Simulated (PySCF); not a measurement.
BrPb, neutral, multiplicity 2. Atoms are numbered in the order given.

```xyz
2

Pb     0.0000     0.0000    -0.7863
Br     0.0000     0.0000     1.8423
```
Charge 0, spin multiplicity 2.

Geometry: PBE-D3(BJ)/def2-TZVP. The multiplicity is an assumed one; other spin states were not compared. The def2 effective core potentials stand for the cores of Pb; spin–orbit coupling is left out.

Calculation: PBE/def2-TZVPD (PySCF).

The molecule is in vacuum.

Computed frontier levels, dipole moment:
```json
{
 "α spin, highest occupied and lowest empty level": "-3.95 and -3.87 eV",
 "β spin, highest occupied and lowest empty level": "-6.78 and -3.56 eV",
 "dipole_moment": "3.24 D",
 "⟨S²⟩": "0.752 (pure state 0.75)"
}
```
